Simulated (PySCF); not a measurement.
## EPR parameters of [C8H12]+

C8H12 (charge +1 and doublet state).
Cartesian coordinates in Å at the GFN2-xTB level; atoms count from 1:
```xyz
20
C8H12 angstrom
C      3.214    0.480   -0.437
C      1.991   -0.410   -0.356
C      0.733    0.281   -0.067
C     -0.504   -0.220   -0.347
C     -1.045   -1.474   -0.767
C     -2.326   -1.080   -0.475
C     -1.928    0.340   -0.146
C     -2.292    0.852    1.231
H      3.153    1.133   -1.308
H      3.307    1.113    0.443
H      4.116   -0.118   -0.535
H      2.141   -1.120    0.478
H      1.902   -1.057   -1.237
H      0.793    1.271    0.371
H     -0.611   -2.394   -1.111
H     -3.261   -1.600   -0.367
H     -2.213    1.056   -0.918
H     -3.371    0.961    1.318
H     -1.953    0.166    2.005
H     -1.850    1.831    1.401
```

The hyperfine couplings belong to this conformer and change with its torsions.

Identity: `CC[CH+][C]1C=C[C@H]1C` [radical] (charge +1).

Theory: PySCF, UKS B3LYP, pcH-1 on C H, non-relativistic, mean-field spin-orbit, GIAO. Isolated species at its GFN2-xTB geometry (one conformer only). The geometry wasn't refined by DFT: couplings that depend on bond lengths, twists or pyramidal angles can differ widely from those at the functional's own minimum, by a factor of two or more for some ions and for spin on atoms past the first row. No stability test was run, so a lower SCF solution isn't excluded.

- g1, g2, g3: 2.00226, 2.00250, 2.00322
- g_iso: 2.00266
- Form of g: rhombic: the two nearest values differ by 25 % of g3 − g1
- ⟨S²⟩: 0.7608 (exact 0.7500)
- α and β electrons: 30, 29
- HOMO–LUMO gap, α and β orbitals: 5.11, 3.31 eV
- Total energy: -311.73977 Eh
- Basis functions: 320

Hyperfine couplings atom by atom, in G; T1 to T3 are the principal values of the dipolar part (MHz turned into gauss with g_iso; 10 G = 1 mT):

| atom | isotope | a_iso | T1 | T2 | T3 | Mulliken spin population |
| --- | --- | --- | --- | --- | --- | --- |
| C1 | 13C | 0.9 | -0.4 | -0.3 | 0.7 | 0.00 |
| C2 | 13C | -5.0 | -1.7 | -0.9 | 2.6 | -0.02 |
| C3 | 13C | 10.0 | -13.1 | -12.6 | 25.8 | 0.44 |
| C4 | 13C | 0.6 | -6.1 | -4.2 | 10.3 | 0.14 |
| C5 | 13C | -3.3 | -1.8 | -1.3 | 3.2 | 0.03 |
| C6 | 13C | 11.0 | -10.7 | -10.5 | 21.2 | 0.37 |
| C7 | 13C | -3.8 | -0.4 | 0.1 | 0.3 | -0.03 |
| C8 | 13C | 0.0 | -0.4 | 0.0 | 0.4 | 0.00 |
| H9 | 1H | 3.1 | -0.7 | -0.4 | 1.1 | 0.01 |
| H10 | 1H | 0.7 | -0.6 | -0.6 | 1.2 | 0.00 |
| H11 | 1H | -0.7 | -0.5 | -0.4 | 0.9 | 0.00 |
| H12 | 1H | 54.8 | -1.9 | -0.4 | 2.4 | 0.06 |
| H13 | 1H | 17.9 | -1.5 | -0.6 | 2.1 | 0.02 |
| H14 | 1H | -10.2 | -6.0 | -1.1 | 7.1 | -0.02 |
| H15 | 1H | -1.4 | -1.2 | -0.8 | 2.0 | 0.00 |
| H16 | 1H | -8.0 | -5.1 | -0.8 | 5.9 | -0.01 |
| H17 | 1H | 1.8 | -1.3 | 0.0 | 1.2 | 0.00 |
| H18 | 1H | 3.0 | -0.7 | -0.4 | 1.1 | 0.00 |
| H19 | 1H | 0.2 | -0.9 | -0.3 | 1.2 | 0.00 |
| H20 | 1H | 3.6 | -0.7 | -0.3 | 0.9 | 0.00 |

The largest Mulliken spin populations are on C3 (+0.44), C6 (+0.37) and C4 (+0.14).

The SMILES `CC[CH+][C]1C=C[C@H]1C` draws the unpaired electron on C4, whose computed spin population is only +0.14.

Axes: g2 points within 13° of the C3–H14 bond.

Under fast tumbling the dipolar parts average out, and these isotropic splittings remain (the largest six): 1 × 1H (H12, I = 1/2, 2 lines) with 5.48 mT, 1 × 1H (H13, I = 1/2, 2 lines) with 1.79 mT, 1 × 1H (H14, I = 1/2, 2 lines) with 1.02 mT, 1 × 1H (H16, I = 1/2, 2 lines) with 0.80 mT, 3 × 1H (H18/H19/H20, I = 1/2, 4 lines) with 0.23 mT and 1 × 1H (H17, I = 1/2, 2 lines) with 0.18 mT.

Nuclei that the bonding pattern makes equivalent are averaged, as if the motion that swaps them (rotation, inversion, ring flip) were fast. The three 1H nuclei of mean +2.9 MHz run from -2.0 to 8.8 MHz in the frozen geometry. The three 1H nuclei of mean +6.4 MHz run from 0.6 to 10.0 MHz in the frozen geometry.

The 13C coupling of C6 (30.8 MHz) shows only in satellite lines or after enrichment, since that isotope makes up about 1.07 % of natural carbon.

The spin density at the nucleus, in bohr⁻³, is negative for C2 (-0.0125), C7 (-0.0095) and C5 (-0.0083), for instance. A restricted open-shell determinant has no negative spin density anywhere; here it arises because α and β orbitals differ (spin polarisation).

Hardware: Arm Neoverse V1, one thread, no GPU, shared host with 32 logical CPUs at a one-minute load of 28. Cost: 2.0 min wall (with the writing of density and orbital grids), 1.1 GiB resident at most.
